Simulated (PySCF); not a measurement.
**Polarisability and C₆ of W (tungsten, neutral)**

[Xe] 4f14 5d5 6s1, high-spin 7S determinant (an excited configuration). Calculation: PySCF 2.14, in x2c-TZVPPall with one added diffuse shell each of s, p, d, f type (12s8p8d4f1g, 113 functions); the spin-free X2C one-electron Hamiltonian (Gaussian nucleus). Coupled (time-dependent) response in atomic units; α is the mean over directions.

| method | mean α (bohr³) | C₆ (like pair) | S(−4) |
| --- | --- | --- | --- |
| PBE0 | 67.32 | 735.3 | 2389 |

S(−4) is the Cauchy moment in α(ω) = α(0) + S(−4) ω² + …

α(iu) at PBE0:

```tsv
u (hartree)	α(iu) (bohr³)
0	67.32
0.0500	62.04
0.100	51.42
0.200	33.76
0.300	23.71
0.500	14.04
0.750	8.854
1.00	6.259
1.50	3.713
2.00	2.489
3.00	1.350
5.00	0.5766
```

A single London oscillator, α(iu) = α/(1 + u²/ω²), gives C₆ = (3/4) ω α². Matching the computed C₆ needs ω = 4 × 735.3 / (3 × 67.32²) = 0.216 hartree.

Spin-orbit coupling, which splits the p, d and f shells strongly at this Z, is absent.
